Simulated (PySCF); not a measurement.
Two species compared at the same levels of theory.

First species: C₂H₁₃FSi₅.
SMILES with atom numbers: `[CH3:1][CH2:2][Si@@H:3]1[SiH2:4][SiH2:5][Si@@H:6]1[SiH2:7][F:8]` (hydrogens: H9, H10, H11 on C1; H12, H13 on C2; H14 on Si3; H15, H16 on Si4; H17, H18 on Si5; H19 on Si6; H20, H21 on Si7)

Cartesian coordinates in Å at the GFN2-xTB level; atoms count from 1:
```xyz
21
C2H13FSi5 angstrom
C      2.177    1.708   -0.265
C      1.978    0.198   -0.248
Si     0.807   -0.385    1.146
Si     0.177   -2.653    0.938
Si    -2.038   -2.000    0.487
Si    -1.453    0.291    0.764
Si    -1.940    1.767   -0.939
F     -1.174    1.108   -2.208
H      1.228    2.216   -0.429
H      2.859    2.003   -1.061
H      2.590    2.053    0.681
H      1.571   -0.115   -1.211
H      2.951   -0.288   -0.153
H      1.469    0.049    2.395
H      0.340   -3.466    2.150
H      0.856   -3.457   -0.087
H     -3.072   -2.527    1.389
H     -2.561   -2.346   -0.842
H     -2.080    0.877    1.973
H     -3.316    1.864   -1.421
H     -1.378    3.118   -0.905
```

Second species: C7H14Si.
Numbering: `[CH2:1]=[C:2]([CH:3]=[C:4]([CH3:5])[CH3:6])[CH2:7][SiH3:8]` (hydrogens: H9, H10 on C1; H11 on C3; H12, H13, H14 on C5; H15, H16, H17 on C6; H18, H19 on C7; H20, H21, H22 on Si8)

Levels: PBE0/pcSseg-1 for dipole moment, HOMO energy, LUMO energy and HOMO–LUMO gap; GFN2-xTB for rotational constant A and rotational constant C. Geometries: GFN2-xTB. Each structure is a single optimised conformer of the isolated species, non-relativistic unless stated; the electronic structure was computed with PySCF and density fitting.

Dipoles, sizes and rotational constants follow the conformer. The torsions of the flexible species, by atom-mapped SMILES:
- `[CH3:1][CH2:2][Si@@H:3]1[SiH2:4][SiH2:5][Si@@H:6]1[SiH2:7][F:8]`: C1–C2–Si3–Si4 169°, Si5–Si6–Si7–F8 -57°
- `[CH2:1]=[C:2]([CH:3]=[C:4]([CH3:5])[CH3:6])[CH2:7][SiH3:8]`: C1–C2–C3–C4 -44°, C1–C2–C7–Si8 -97°

Problem. Which has the higher rotational constant C?

Solution. The second: 0.697 GHz against 0.465 GHz, a difference of 0.232 GHz.

Problem. Which has the higher dipole moment?

Solution. The first: 1.26 D against 0.86 D, a difference of 0.40 D.

Problem. Which of the two has the higher rotational constant A, and by how much?

Solution. The second: 3.071 GHz against 0.911 GHz, a difference of 2.160 GHz.

Problem. Which has the higher LUMO energy?

Solution. The second: -0.35 eV against -1.68 eV, a difference of 1.33 eV.

Problem. Which has the higher HOMO–LUMO gap?

Solution. The second: 6.02 eV against 5.94 eV, a difference of 0.08 eV.

Problem. Which of the two has the higher HOMO energy, and by how much?

Solution. The second: -6.37 eV against -7.62 eV, a difference of 1.25 eV.

On the first: A dipole of 1.26 D is allowed in C1, and pure rotational transitions are dipole-allowed. The dipole equals about 4.2 × 10⁻³⁰ C·m (1 D = 3.33564 × 10⁻³⁰ C·m).

On the second: The dipole equals about 2.9 × 10⁻³⁰ C·m (1 D = 3.33564 × 10⁻³⁰ C·m). A dipole of 0.86 D is allowed in C1, and pure rotational transitions are dipole-allowed.
